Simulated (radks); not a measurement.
Spherical quantum dot in the effective-mass picture: electrons in a parabolic well V = omega^2 r^2 / 2 with omega = 0.281, with a point charge +1 (a donor) at the centre, all in effective atomic units (hartree* = m*/eps^2 hartree, bohr* = eps/m* bohr), one dielectric constant everywhere. Method: non-relativistic Kohn-Sham, PBE, spin-polarised, spherical densities; computed with a radial shooting solver with Libxc functionals. Levels are named by radial order and angular momentum (1s, 1p, 1d, 2s, ...), and open shells are averaged over m.

N = 24, configuration 1s2 1p6 1d10 2s2 1f(up 4, down 0). This is the lowest configuration that the search found. Occupied levels:

| level | occupation | eigenvalue (hartree*) | <r> (bohr*) |
|---|---|---|---|
| 1s down | 1 | 4.8395 | 2.448 |
| 1s up | 1 | 4.8400 | 2.564 |
| 1p up | 3 | 4.9842 | 4.807 |
| 1p down | 3 | 4.9983 | 4.673 |
| 2s up | 1 | 5.0154 | 4.366 |
| 2s down | 1 | 5.0315 | 4.383 |
| 1d up | 5 | 5.0831 | 5.361 |
| 1d down | 5 | 5.1028 | 5.284 |
| 1f up | 4 | 5.1973 | 5.752 |

Energy (hartree*): total 70.9549, kinetic 5.2004, external 19.194, Hartree 52.084, exchange-correlation -5.5229.

Electron density:

| r (bohr*) | n(r) (e/bohr*^3) |
|---|---|
| 0.208 | 0.3325 |
| 0.990 | 0.07795 |
| 1.77 | 0.02523 |
| 2.56 | 0.01609 |
| 3.34 | 0.01808 |
| 4.12 | 0.02123 |
| 4.90 | 0.02090 |
| 5.69 | 0.01588 |
| 6.47 | 0.008635 |
| 7.25 | 0.003117 |
| 8.04 | 0.0007444 |
| 8.82 | 0.0001186 |
| 9.60 | 0.00001233 |
| 10.4 | 8.442e-07 |
